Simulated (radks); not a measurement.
Values are calculated unless marked as measured or tabulated.
Fractional charge and spin in the 5s shell of xenon: the spin-up occupation runs from 0 to 1 and the spin-down occupation from 0 to 1; the fullest corner is Xe+, [Kr] 4d10 5p(up 2.5, down 2.5) 5s(up 1, down 1). Code: a radial shooting solver on a logarithmic mesh with Libxc functionals. Model: scalar-relativistic Kohn-Sham, PBE, spin-polarised, spherical densities, finite nucleus; Fermi nuclear charge, rms radius of each element as measured or else 0.836 A^(1/3) + 0.57 fm. Energy (eV) minus the two flat planes that join the four corners (they meet along the diagonal where the two added fractions sum to one electron); zero is where a piecewise linear energy would lie.

| down \ up | 0 | 0.25 | 0.5 | 0.75 | 1 |
|---|---|---|---|---|---|
| 0 | 0.000 | -1.055 | -1.402 | -1.047 | 0.000 |
| 0.25 | -1.055 | -1.343 | -0.932 | 0.170 | -0.988 |
| 0.5 | -1.402 | -0.932 | 0.226 | -0.878 | -1.311 |
| 0.75 | -1.047 | 0.170 | -0.878 | -1.257 | -0.978 |
| 1 | 0.000 | -0.988 | -1.311 | -0.978 | 0.000 |

Corners above the fullest one (they belong to Xe2+ and the next ion): (up 1, down 0) 34.259 eV, (up 0, down 1) 34.259 eV, (up 0, down 0) 80.282 eV. With half an added electron in each spin the energy lies 0.226 eV from the planes, and with half an added electron in spin up alone -1.402 eV. The planes are only a guide here: the flat-plane condition holds for ground states with one frontier orbital, while this shell lies below other occupied shells, so the corners above the fullest one are inner-hole states and not the ground states of those ions.
